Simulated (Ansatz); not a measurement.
An input meant for Li8I8 (started as a model of: 2x2x4 LiI rock-salt block) (charge 0, singlet).

```yaml
crystal:
  periodic: [false, false, false]
  atoms:
    - {symbol: Li, position_ang: [-2.084256, -2.073946, -7.386159]}
    - {symbol: I, position_ang: [-3.117426, -3.104016, -2.456065]}
    - {symbol: Li, position_ang: [-2.201363, -2.195960, 2.701248]}
    - {symbol: I, position_ang: [-2.922631, -2.919733, 7.831152]}
    - {symbol: I, position_ang: [-2.924893, 2.927938, -7.827847]}
    - {symbol: Li, position_ang: [-2.198637, 2.203850, -2.698395]}
    - {symbol: I, position_ang: [-3.103292, 3.114595, 2.461063]}
    - {symbol: Li, position_ang: [-2.067074, 2.079693, 7.389514]}
    - {symbol: I, position_ang: [2.914932, -2.930076, -7.829243]}
    - {symbol: Li, position_ang: [2.192816, -2.202875, -2.700307]}
    - {symbol: I, position_ang: [3.106292, -3.114385, 2.455729]}
    - {symbol: Li, position_ang: [2.079015, -2.079254, 7.385910]}
    - {symbol: Li, position_ang: [2.074788, 2.072111, -7.389277]}
    - {symbol: I, position_ang: [3.111580, 3.105518, -2.460816]}
    - {symbol: Li, position_ang: [2.204753, 2.196421, 2.697540]}
    - {symbol: I, position_ang: [2.935378, 2.920120, 7.825951]}
basis:
  gaussian: {orbitals: def2-mTZVPP}
hamiltonian: {xc: {name: B97}}
scf: {omitted_lower_state_checks: [starts]}
```

```sh
$ ansatz run in.yaml --threads 4 --pin off --events-out ev --progress --plain --max-ram 6963MiB
```

Output, abridged:

```
Functional definition: B97
  name "B97"
  cite "Becke, J. Chem. Phys. 107, 8554 (1997) doi:10.1063/1.475007"
  parameter cx = 0.1943
  parameter cx0 = 0.8094
  parameter cx1 = 0.5073
  parameter cx2 = 0.7481
  parameter css0 = 0.1737
  parameter css1 = 2.3487
  parameter css2 = -2.4868
  parameter cos0 = 0.9454
  parameter cos1 = 0.7471
  parameter cos2 = -4.5961
  exchange = spin_sum(e_x_unif_s*poly(b97_u_x, cx0, cx1, cx2)) + cx*exact_x
  correlation = spin_sum(e_c_pw_same_spin*poly(b97_u_same, css0, css1, css2))
      + integral(e_c_pw_opposite_spin*poly(b97_u_opposite, cos0, cos1, cos2))
these checks for a lower state are left out or cut short: starts
3864 factors; integrals over basis functions are off by at most 1.1e-4 eV
mean field evaluation 1: about -66425.6517 eV, gradient 4.7e1 eV
mean field evaluation 2: about -66276.7239 eV, gradient 1.6e2 eV
mean field evaluation 4: about -66436.0498 eV, gradient 1.1e1 eV
mean field evaluation 8: about -66436.4172 eV, gradient 6.9e-1 eV
mean field evaluation 16: about -66436.4200 eV, gradient 1.1e-3 eV
mean field -66436.42003471 eV, -2441.4934040527 hartree, gradient 7.2e-5 eV, S^2 0.000000; 0 other end points of the search recorded, 0 dependent functions left out
reference -66436.42010929 eV, -2441.4934067935 hartree; 112, 112 occupied and 264, 264 virtual orbitals, 3864 factors
Total energy: -66436.42010929 eV, -2441.4934067935 hartree
Checks for a lower state left out: starts
```

**Question.** What is wrong with this run?

**Answer.** The coordinates are in bohr but typed as ångström. Self-consistency was reached. The result belongs to that input, not to the species as meant.
